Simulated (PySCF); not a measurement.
Compound: C₆H₁₀NO (doublet state).
Z-matrix (Å and degrees, GFN2-xTB geometry), rows numbered from 1:
```
C 
C   1  1.5316
C   2  1.4867  1  111.36
C   3  1.3471  2  129.68  1   -91.40
C   4  1.4852  3  132.25  2    -1.68
O   4  1.3619  3  110.88  2   178.21
N   6  1.3548  4  110.98  3    -0.36
C   7  1.4283  6  107.40  4     0.13
H   1  1.0875  2  110.34  3    60.09
H   1  1.0875  2  110.59  3   -59.90
H   1  1.0872  2  110.21  3  -179.84
H   2  1.0923  1  109.19  3   120.77
H   2  1.0925  1  109.15  3  -121.05
H   5  1.0865  4  110.13  3   -23.43
H   5  1.0896  4  110.26  3    96.67
H   5  1.0872  4  109.63  3  -144.28
H   8  1.1014  3  113.04  2    62.01
H   8  1.1013  3  113.11  2   -58.54
```

The hyperfine couplings belong to this conformer and change with its torsions.

Identity: `CCC1=C(C)O[N]C1` [radical].

Computed, not measured: UKS B3LYP, pcH-1 on C H N O, non-relativistic, mean-field spin-orbit, GIAO (PySCF 2.14.0). Isolated species at its GFN2-xTB geometry (one conformer only). The geometry wasn't refined by DFT: couplings that depend on bond lengths, twists or pyramidal angles can differ widely from those at the functional's own minimum. Stability of the SCF solution: not tested.

Q: Give the principal g shifts and their parts.

A: 
| Δg (ppm) | 1 | 2 | 3 |
| --- | --- | --- | --- |
| relativistic mass correction | -249 | -249 | -249 |
| gauge correction | -29 | 47 | 34 |
| orbital Zeeman/spin–orbit | -26 | 2806 | 4122 |
| total | -304 | 2604 | 3907 |

So g = 2.00202, 2.00492, 2.00623 and g_iso = 2.00439; the tensor is rhombic: the two nearest values differ by 31 % of g3 − g1. Axes: g2 points within 5° of the C4–O6 bond.

Q: How much does each term add to the isotropic shift?

A: The orbital-Zeeman/spin–orbit term 2301, the mass correction -249 and the gauge correction 17 ppm, for a total of 2069 ppm. The orbital-Zeeman/spin–orbit term is the largest in size. The mass correction is the same along every axis, so the anisotropy comes from the other two: their spans along these axes are 76 (gauge) and 4148 ppm (orbital Zeeman/spin–orbit).

Q: What are the electron Larmor frequencies g μB B/h along the three axes at 330 mT?

A: 9.2468, 9.2603, 9.2663 GHz for g1, g2 and g3, a range of 19.4 MHz.

Q: What effective moment and Curie constant follow for a powder?

A: With the mean of g² = 4.0176 and S(S+1) = 0.75: μ_eff = √(⟨g²⟩S(S+1)) = 1.736 μB and χT = 0.12505·⟨g²⟩·S(S+1) = 0.377 cm³ K/mol (cgs; spin-Hamiltonian part alone).

Q: In a frozen sample, at which fields do the three g values resonate at 9.5, 34, 94 and 263 GHz (hyperfine left aside), and which band first spreads them over more than twice a line width of 0.3 mT?

A: 
```
band    GHz  B(g3) mT  B(g2) mT  B(g1) mT  spread mT
   X    9.5    338.32    338.54    339.04       0.71
   Q   34.0   1210.84   1211.63   1213.39       2.55
   W   94.0   3347.62   3349.80   3354.66       7.04
   J  263.0   9366.22   9372.30   9385.92      19.70
```

The spread grows in proportion to the frequency. X band is the first where it exceeds 0.6 mT.

The largest Mulliken spin populations are on N7 (+0.75), O6 (+0.14), C3 (+0.11) and C8 (-0.08). The positive populations add up to 1.16 and the negative ones to -0.16, together 2S = 1.

The HOMO–LUMO gaps are 5.58 eV among the α and 4.81 eV among the β orbitals.
